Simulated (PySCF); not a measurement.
Computed shifts of a molecule CH5F3Si2, KT2/pcSseg-1 (PySCF), GIAO, gas phase, atoms alike by connectivity averaged where their shifts nearly agree, in ppm (number of nuclei): ¹⁹F: -159.7 (2), -272.1 (1). ²⁹Si: -9.0 (1), -79.6 (1). ¹³C: 143.5 (1). ¹H: 5.46 (2), 4.14 (3). References: ¹⁹F against CFCl3 (σ = 127.1 ppm); ²⁹Si against TMS (σ = 361.9 ppm); ¹³C against TMS (σ = 185.1 ppm); ¹H against TMS (σ = 31.47 ppm), references at their B3LYP-D3(BJ)/def2-TZVP geometries, non-relativistic. Coordinates come from a TPSSh-D3(BJ)/def2-SVP optimisation. One conformer was computed; it need not be the lowest.

### Question
Which structure fits?
A. FC(F)(F)[SiH2][SiH3]
B. C[SiH2][Si](F)(F)F
C. F[SiH2]C(F)(F)[SiH3]
D. FC(F)[Si@@H](F)[SiH3]

### Answer
C, F[SiH2]C(F)(F)[SiH3]
